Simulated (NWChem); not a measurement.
Correlation energy of BeCl2

```xyz
3

Be     0.0000     0.0000     0.0000
Cl     0.0000     0.0000     1.8144
Cl     0.0000     0.0000    -1.8144
```
Charge 0, spin multiplicity 1.

Program: NWChem. The geometry was optimised at PBE/def2-SVP, a minimum by its harmonic frequencies.

Basis set: STO-3G. Each correlation energy counts from its own Hartree-Fock reference.

```csv
method,correlation energy (mHa),difference from CCSD(T)
CCSD+T(CCSD),-45.5,-0.7
CCSD(T),-44.8,0.0
CR-CCSD(T),-44.7,+0.1
CR-CCSD[T],-45.3,-0.5
MP2,-35.2,+9.6
SCS-MP2,-35.0,+9.9
CCSDT,-45.2,-0.4
CCSD,-41.9,+2.9
```

The values span 10.5 mHa, from CCSD+T(CCSD) (lowest) to SCS-MP2 (highest). 

The correlated methods keep 11 core orbitals frozen. The structure started from a generated list of species. Coupled-cluster values serve here as a point of comparison, not as the truth.
